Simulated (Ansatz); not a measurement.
A nudged elastic band was laid between two geometries of CH3BOSe (7 atoms, charge 0, multiplicity 1).

All numbers below come from RKS B3LYP/def2-mTZVP in Ansatz.

| Property | Result |
| --- | --- |
| movable images | 9 |
| climbing image | yes |
| spring | 5.0 eV/Å² |
| optimiser | quadratic models (default) |
| start path | through a guess of the saddle point |
| force threshold | 0.03 eV/Å |
| iteration limit | 57 |
| end points | relaxed |

Image 0:

```xyz
7
Properties=species:S:1:pos:R:3
O -1.039 1.237 -0.691
B -0.391 0.170 -0.197
C 0.927 -0.240 0.434
Se -0.521 -1.719 0.149
H -1.930 1.049 -1.019
H 1.137 -0.075 1.485
H 1.816 -0.423 -0.160
```

Image 10:

```xyz
7
Properties=species:S:1:pos:R:3
O -1.476 0.745 -0.767
B -0.570 -0.082 -0.218
C 0.826 -0.206 0.385
Se -0.351 -1.922 0.260
H -1.181 1.664 -0.840
H 1.037 0.076 1.411
H 1.716 -0.277 -0.231
```

Task: Which bonds break or form, and what moves?

Result: No bond is made or broken. The dihedral H5–O1–B2–Se4 goes from 0 to -180°.

Task: Give the energies along the band, and the barrier.

Result: The run converged. The highest image is number 5 of 0 to 10, 10.0 kcal/mol above the first end and 8.8 kcal/mol above the last; the last end lies 1.2 kcal/mol above the first. A vibrational analysis at the climbing image gives one clearly imaginary mode, 616i cm⁻¹: a first-order saddle point.

```tsv
image	path coordinate (Å)	energy (kcal/mol)	dihedral H5–O1–B2–Se4 (°)
0	0.00	0.0	0
1	0.19	0.6	8
2	0.38	2.6	26
3	0.57	5.7	49
4	0.76	8.7	74
5	0.95	10.0	96
6	1.13	8.9	115
7	1.31	6.3	134
8	1.50	3.7	150
9	1.68	1.8	166
10	1.86	1.2	-180
```

Task: What is the geometry of the highest image?

Result: 
```xyz
7
Properties=species:S:1:pos:R:3
O -1.128 0.922 -1.034
B -0.414 0.014 -0.331
C 0.886 -0.231 0.429
Se -0.399 -1.848 0.146
H -1.781 1.482 -0.601
H 1.004 0.024 1.477
H 1.833 -0.363 -0.085
```

Task: What are the harmonic wavenumbers there?

Result: 616i, 300, 333, 435, 596, 770, 840, 848, 907, 1004, 1440, 1496, 3106, 3174, 3873 cm⁻¹.

The band took 8 iterations and of the order of 6 core-minutes.

The run took 3.1 min on 2 threads of AMD EPYC 7R43 64-Core Processor (Zen 3), with other jobs on the host, peak memory 0.25 GiB.
